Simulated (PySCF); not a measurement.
# Electronic absorption of C2H3Cl3Si

Compound: C2H3Cl3Si.
Atom-mapped SMILES: `[CH2:1]=[CH:2][Si:3]([Cl:4])([Cl:5])[Cl:6]` (hydrogens: H7, H8 on C1; H9 on C2)

Computed with TDDFT B3LYP/def2-SVPD, vertical, gas phase, core orbitals frozen in the response (PySCF 2.14.0, density-fitted response routines). Isolated species at its GFN2-xTB geometry, gas phase. Torsions of this conformer, `[CH2:1]=[CH:2][Si:3]([Cl:4])([Cl:5])[Cl:6]`: C1–C2–Si3–Cl4 1°.

**Question.** List the vertical singlet excitations with oscillator strengths and describe the spectrum.

**Answer.** 

```tsv
state	E (eV)	ν̃ (cm⁻¹)	f	main configurations (H = HOMO, L = LUMO)
S1	6.58	53090	0.0058	H-2→L (94%)
S2	6.88	55470	0.022	H-1→L (88%), H→L (10%)
S3	6.95	56020	0.280	H→L (71%), H-4→L (14%), H-1→L (11%)
S4	7.09	57200	0.0000	H→L+1 (97%)
S5	7.23	58290	0.0001	H-3→L (98%)
S6	7.53	60690	0.110	H-4→L (80%), H→L (13%)
S7	7.53	60740	0.015	H→L+2 (94%)
S8	7.55	60870	0.0001	H-1→L+1 (95%)
```

Triplets (Tamm–Dancoff): T1 4.35 eV, H→L (92%); T2 6.08 eV, H-2→L (93%); T3 6.78 eV, H-1→L (98%).

The lowest singlet comes at 188 nm (635 kJ/mol) in the vacuum ultraviolet; it is weak; its leading configuration is HOMO-2→LUMO (94%). The strongest level in the table is S3 at 6.95 eV (179 nm, f = 0.280). S6/S7 lie within about 0.01 eV of each other. Löwdin shares by element: HOMO carbon 74%, chlorine 13% or more; LUMO carbon 66%, silicon 10%, chlorine 5% or more (atoms not listed hold the other 19%). The listed states span 0.96 eV. The oscillator strengths of these states sum to 0.433; summed over the whole spectrum of an exact calculation they would give the number of electrons, 80 (Thomas–Reiche–Kuhn). Of the 8 states listed, 4 reach f = 0.01 and 3 stay under 0.0005. No computed singlet lies in the visible range (380 to 750 nm); the lowest, at 188 nm, stands 3.32 eV above its violet end (3.26 eV). Only the lowest 8 singlets were computed, as vertical energies without vibronic structure.

Hardware: Arm Neoverse V1, one thread, shared host. Cost: 27 s.
